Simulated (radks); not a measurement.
Question: All-electron atom: Ca in [Ar] 4s2 (the NIST ground configuration). Calculated with a radial shooting solver on a logarithmic mesh with Libxc functionals: scalar-relativistic Kohn-Sham, PW91, spin-polarised, spherical densities, finite nucleus; Fermi nuclear charge, rms radius 3.4776 fm. Some entries of the table are withheld. Estimate them.

orbital,occ.,eigenvalue (eV),r(max) (bohr)
1s,2,-3950.644,(1)
2s,2,-414.5089,0.2999
2p,6,-335.0184,0.2465
3s,2,-47.1230,0.9931
3p,6,(2),1.047
4s,2,(3),3.389
3d,0,-2.0011,1.274
4p,0,-1.4324,4.367

Answer: 
(1) 1s r(max) (bohr): 0.05028
(2) 3p eigenvalue (eV): -28.0643
(3) 4s eigenvalue (eV): -3.7971
